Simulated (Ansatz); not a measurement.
A made-up structure of LiBSiH4O, singlet:

| atom | x (Å) | y (Å) | z (Å) |
| --- | --- | --- | --- |
| Li1 | -1.7890 | -2.5352 | 1.9879 |
| O2 | -0.0356 | 0.2190 | 0.9547 |
| B3 | -0.7040 | -0.7999 | 1.4348 |
| Si4 | 0.3856 | 0.3633 | -1.0541 |
| H5 | 0.2810 | 0.9345 | 1.5280 |
| H6 | -0.1745 | 1.6035 | -1.6796 |
| H7 | 1.8555 | 0.4131 | -1.3374 |
| H8 | -0.1515 | -0.7842 | -1.8560 |

It is relaxed with PBE-D4/def2-SVP and then PBE0-D4/def2-TZVP (Ansatz 0.2.0). Atoms count as bonded within 1.22 times the sum of their covalent radii (H–H: 0.88 Å). The end point is not checked to be a true minimum.

(1) Does its bonding change? (A judgement: the text doesn't fix the answer.)

## Answers

(1) Computed: Yes. Formed: Si4–H5; broken: O2–Si4, O2–H5.

Where it ends: The first stage lowers the energy by 5.00 eV in 20 steps. It ends as a complex of LiBO + SiH₄:
```
8
angstrom
Li -1.6117 -2.9898 3.2415
O -0.4843 -0.8987 0.9130
B -0.8958 -1.6617 1.7622
Si 0.5202 0.9709 -1.1633
H 0.0331 1.7919 -0.0301
H 1.0258 1.9124 -2.2089
H 1.6554 0.1076 -0.7619
H -0.5749 0.1815 -1.7741
```

For scale, one of the runs: PBE0-D4/def2-TZVP relaxation, 137 basis functions, launched by `ansatz run in.yaml --threads 2 --pin off --events-out ev --progress --plain --max-ram 4352MiB`. Hardware: 2 CPU threads of an Arm Neoverse V2, shared host. Wall time about 100 s.
